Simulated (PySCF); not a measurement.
**Electron correlation in Ga (gallium, neutral)**

[Ar] 3d10 4s2 4d1, 2D determinant (an excited configuration). All numbers are calculated (PySCF 2.14, a scalar-relativistic core potential, in aug-cc-pVDZ-PP with ECP10MDF). Frozen: 3s2 3p6 3d10; 3 electrons correlated.

MP2 pair energies summed by pair of shells (mhartree):

| pair | energy | share (%) |
| --- | --- | --- |
| 4s-4s | -23.17 | 83.3 |
| 4s-4d | -4.64 | 16.7 |

Total MP2 correlation energy: -27.81 mhartree.

Same-spin part -1.25 and opposite-spin part -26.56 mhartree; SCS-MP2 scales them by 1/3 and 6/5 to -32.29 mhartree.
